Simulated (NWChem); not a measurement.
System: ZrHSCl$_{3}$; SMILES [Zr]([SH])([Cl])([Cl])[Cl]

Input file for NWChem:

```
start job
memory heap 200 mb stack 900 mb global 1100 mb
geometry units angstroms noautoz
  Zr    -0.088967    -0.024471     0.103541
  Cl     0.047239     0.175873     2.422222
  Cl     1.995276    -0.698479    -0.694654
  Cl    -1.804793    -1.436818    -0.574072
  S     -0.614371     2.139478    -0.831148
  H      0.499054     2.684865    -0.279669
end
basis spherical
  * library def2-svp
end
ecp
  Zr library def2-ecp
end
dft
  xc r2scan0
  iterations 150
  mulliken
end
task dft energy
```

Excerpt of the output:

```
             Northwest Computational Chemistry Package (NWChem) 7.3.0
             --------------------------------------------------------

 C1  symmetry detected

                             Geometry "geometry" -> ""
                             -------------------------

 Output coordinates in angstroms (scale by  1.889725989 to convert to a.u.)

  No.       Tag          Charge          X              Y              Z
 ---- ---------------- ---------- -------------- -------------- --------------
    1 Zr                  40.0000     0.00086226     0.00679176    -0.04971317
    2 Cl                  17.0000    -1.87615271    -1.30667108    -0.48168717
    3 Cl                  17.0000     1.90129480    -1.29447740    -0.41099652
    4 Cl                  17.0000     0.01874415     1.97616398    -1.28226970
    5 S                   16.0000    -0.04528974     0.68504326     2.26765885
    6 H                    1.0000    -0.05592090    -0.60762607     2.68019279

 Effective nuclear repulsion energy (a.u.)     856.5205558163

                                 NWChem DFT Module
                                 -----------------

 Summary of "ao basis" -> "ao basis" (spherical)
 ------------------------------------------------------------------------------
       Tag                 Description            Shells   Functions and Types
 ---------------- ------------------------------  ------  ---------------------
 Zr                         def2-svp                11       31   5s3p2d1f
 Cl                         def2-svp                 8       18   4s3p1d
 S                          def2-svp                 8       18   4s3p1d
 H                          def2-svp                 3        5   2s1p

            General Information
            -------------------
          SCF calculation type: DFT
          Wavefunction type:  closed shell.
          No. of atoms     :     6
          No. of electrons :    80
           Alpha electrons :    40
            Beta electrons :    40
          Charge           :     0
          Spin multiplicity:     1
          Use of symmetry is: off; symmetry adaption is: off
          Maximum number of iterations: 150
          AO basis - number of functions:   108
                     number of shells:    46
          Convergence on energy requested:  1.00D-06
          Convergence on density requested:  1.00D-05
          Convergence on gradient requested:  5.00D-04

              XC Information
              --------------
                     r^2SCAN0 Method XC Functional
                     Hartree-Fock (Exact) Exchange  0.250
               r^2SCAN metaGGA Exchange Functional  0.750
                     r^2SCAN Correlation Potential  1.000

             Grid Information
             ----------------
          Grid used for XC integration:  medium
          Radial quadrature: Mura-Knowles
          Angular quadrature: Lebedev.
          Tag              B.-S. Rad. Rad. Pts. Rad. Cut. Ang. Pts.
          ---              ---------- --------- --------- ---------
          Zr                  1.55      123          10.0       590
          Cl                  1.00       88          12.0       590
          S                   1.00       88          10.0       590
          H                   0.35       45          11.0       434
          Grid pruning is: on
          Number of quadrature shells:   520
          Spatial weights used:  Erf1

      Superposition of Atomic Density Guess
      -------------------------------------

 Sum of atomic energies:       -1829.31663973

      Non-variational initial energy
      ------------------------------

 Total energy =   -1822.795236
 1-e energy   =   -3386.717924
 2-e energy   =    1135.364821
 HOMO         =      -0.342845
 LUMO         =       0.003568

     ---------------------------------------------
      Total Density - Mulliken Population Analysis
     ---------------------------------------------

    Atom       Charge   Shell Charges
 -----------   ------   -------------------------------------------------------
    1 Zr  12     9.91  -0.47  1.58  0.90  0.38  0.03  5.81  0.38  0.13  0.78  0.33  0.07
    2 Cl  17    17.55   2.00  1.99  1.23  0.72  5.94  2.23  3.43  0.01
    3 Cl  17    17.55   2.00  1.99  1.23  0.72  5.94  2.23  3.43  0.01
    4 Cl  17    17.54   2.00  1.99  1.23  0.72  5.94  2.23  3.42  0.01
    5 S   16    16.68   2.00  1.99  1.21  0.64  5.94  1.89  2.98  0.02
    6 H    1     0.76   0.56  0.17  0.03

   convergence    iter        energy       DeltaE   RMS-Dens  Diis-err
 ---------------- ----- ----------------- --------- --------- ---------
 d= 0,ls=0.0,diis     1  -1825.8371731667 -2.25D+03  3.12D-02  1.15D+00
 d= 0,ls=0.0,diis     2  -1823.9163453989  1.92D+00  2.15D-02  1.71D+01
 d= 0,ls=0.0,diis     3  -1826.0371552971 -2.12D+00  2.13D-03  7.05D-02
 d= 0,ls=0.0,diis     4  -1826.0468202937 -9.66D-03  8.37D-04  6.25D-03
 d= 0,ls=0.0,diis     5  -1826.0478473300 -1.03D-03  2.01D-04  3.31D-04
  Resetting Diis
 d= 0,ls=0.0,diis     6  -1826.0478992623 -5.19D-05  5.11D-05  2.62D-05
 d= 0,ls=0.0,diis     7  -1826.0479035677 -4.31D-06  1.94D-05  1.87D-06
 d= 0,ls=0.0,diis     8  -1826.0479035688 -1.15D-09  1.15D-05  2.02D-06
 d= 0,ls=0.0,diis     9  -1826.0479038403 -2.71D-07  3.45D-06  1.57D-07

         Total DFT energy =    -1826.047903840255
      One electron energy =    -3389.330018765751
           Coulomb energy =     1251.363492810866
    Exchange-Corr. energy =     -116.639244498242
 Nuclear repulsion energy =      428.557866612871

 Numeric. integr. density =       79.999994562336

                       DFT Final Molecular Orbital Analysis
                       ------------------------------------

 Vector   38  Occ=2.000000D+00  E=-3.636545D-01
              MO Center=  2.0D-02, -6.1D-01, -6.0D-01, r^2= 5.7D+00
   Bfn.  Coefficient  Atom+Function         Bfn.  Coefficient  Atom+Function
  ----- ------------  ---------------      ----- ------------  ---------------
    61     -0.350048  3 Cl py                43      0.347213  2 Cl py
    78      0.303869  4 Cl px                58     -0.253008  3 Cl py
    40      0.250867  2 Cl py                42     -0.221055  2 Cl px
    60     -0.221470  3 Cl px                75      0.218199  4 Cl px
    39     -0.161958  2 Cl px                57     -0.162238  3 Cl px

 Vector   39  Occ=2.000000D+00  E=-3.526069D-01
              MO Center= -3.6D-02,  6.4D-01,  1.8D+00, r^2= 2.9D+00
   Bfn.  Coefficient  Atom+Function         Bfn.  Coefficient  Atom+Function
  ----- ------------  ---------------      ----- ------------  ---------------
    98      0.462898  5 S  pz                95      0.354240  5 S  pz
    17     -0.249697  1 Zr d  0              97      0.234948  5 S  py
    92      0.203276  5 S  pz                 8      0.197737  1 Zr pz
    94      0.179779  5 S  py                 4     -0.167266  1 Zr s
    88      0.150552  5 S  s                  2      0.140030  1 Zr s

 Vector   40  Occ=2.000000D+00  E=-3.132657D-01
              MO Center= -3.5D-02,  4.2D-01,  1.8D+00, r^2= 2.9D+00
   Bfn.  Coefficient  Atom+Function         Bfn.  Coefficient  Atom+Function
  ----- ------------  ---------------      ----- ------------  ---------------
    96      0.581396  5 S  px                93      0.411420  5 S  px
    90      0.234985  5 S  px                62     -0.152934  3 Cl pz
    44      0.148945  2 Cl pz                18     -0.146274  1 Zr d  1
    59     -0.102592  3 Cl pz                41      0.099983  2 Cl pz
     6     -0.086007  1 Zr px                42     -0.082887  2 Cl px

 Vector   41  Occ=0.000000D+00  E=-9.985550D-02
              MO Center= -2.0D-03,  1.2D-01,  4.9D-02, r^2= 2.7D+00
   Bfn.  Coefficient  Atom+Function         Bfn.  Coefficient  Atom+Function
  ----- ------------  ---------------      ----- ------------  ---------------
    16      0.551164  1 Zr d -1              19     -0.526589  1 Zr d  2
    17     -0.387558  1 Zr d  0             105      0.252964  6 H  s
    80     -0.196439  4 Cl pz                79     -0.171239  4 Cl py
    21      0.165614  1 Zr d -1              89     -0.141734  5 S  s
   104      0.141523  6 H  s                 22     -0.132373  1 Zr d  0

 Vector   42  Occ=0.000000D+00  E=-8.819699D-02
              MO Center= -6.9D-04,  3.2D-02,  1.1D-02, r^2= 2.7D+00
   Bfn.  Coefficient  Atom+Function         Bfn.  Coefficient  Atom+Function
  ----- ------------  ---------------      ----- ------------  ---------------
    18      0.831374  1 Zr d  1              15      0.294327  1 Zr d -2
    96      0.249751  5 S  px                78     -0.199631  4 Cl px
    44     -0.194189  2 Cl pz                62      0.194041  3 Cl pz
    23      0.182730  1 Zr d  1              93      0.128830  5 S  px
    75     -0.113569  4 Cl px                41     -0.107138  2 Cl pz

 Vector   43  Occ=0.000000D+00  E=-6.345616D-02
              MO Center=  2.5D-03, -1.2D-01, -1.8D-02, r^2= 3.0D+00
   Bfn.  Coefficient  Atom+Function         Bfn.  Coefficient  Atom+Function
  ----- ------------  ---------------      ----- ------------  ---------------
    19      0.671693  1 Zr d  2              17     -0.411259  1 Zr d  0
    16      0.277641  1 Zr d -1              43     -0.268291  2 Cl py
    61     -0.267577  3 Cl py                79     -0.252908  4 Cl py
    24      0.229864  1 Zr d  2              71      0.224626  4 Cl s
    22     -0.205613  1 Zr d  0               7     -0.200188  1 Zr py

     ---------------------------------------------
      Total Density - Mulliken Population Analysis
     ---------------------------------------------

[...]
```

Level: r2SCAN0/def2-SVP with def2 effective core potentials on Zr. Structure relaxed at the PBE0/def2-SVP level. No frequency run checked for a minimum. def2 effective core potentials on Zr; no spin-orbit coupling.
